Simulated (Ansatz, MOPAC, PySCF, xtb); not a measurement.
Torsion H4–N1–Ge2–Br3 in BrGeH2N (SMILES [NH2][Ge][Br]); at each angle all else is relaxed with GFN2-xTB, and the levels are single points there.
Geometry at 0° (charge 0, multiplicity 1):
```xyz
5

N     -0.71159     0.00487    -0.06669
Ge     0.72274    -1.05737    -0.37072
Br     1.99712     0.59690    -1.46905
H     -0.83625     0.97565    -0.32026
H     -1.53819    -0.32342     0.40885
```

On the grid 0° to 330°, 270° is the highest and 0° the lowest point at CCSD(T)/CBS(cc-pVTZ, cc-pVQZ).

Correlated levels freeze the cores. Filled d and f shells under p-block atoms count as core. CBS: X⁻³ extrapolation of the correlation energy, Hartree–Fock from the larger set. Rows in 6-31G*, LANL2DZ carry no dispersion term and start afresh at each structure (6-31G* with six Cartesian d functions); the Pople sets are all-electron and without relativity. MP2/6-31G* freezes PySCF's default core, which leaves 3d correlated. LANL2DZ brings its own core potentials from Na on. The state that PM7 reach isn't checked; PM7 holds dispersion and hydrogen-bond terms.

Codes used: Ansatz (Gaussian basis) for Hartree–Fock, density functionals and correlated methods; MOPAC for PM7 (differences of heats of formation); PySCF for 6-31G* rows, LANL2DZ rows, the dispersion terms; xtb for the GFN methods. 

```csv
level,energy at 270° less that at 0° (kcal/mol)
GFN-FF,-0.71
PM7,9.18
BLYP-D3(BJ)/def2-TZVPP,11.19
B3LYP/LANL2DZ,14.78
MP2/6-31G*,13.96
SCS-MP2/cc-pVDZ,13.03
CCSD/cc-pVDZ,?
CCSD(T)/cc-pVQZ,12.19
"CCSD(T)/CBS(cc-pVTZ, cc-pVQZ)",12.18
```

Q: Fill in the missing entries.

A: 
- CCSD/cc-pVDZ, energy at 270° less that at 0° (kcal/mol): 12.48

Ansatz is a program for electronic structure.
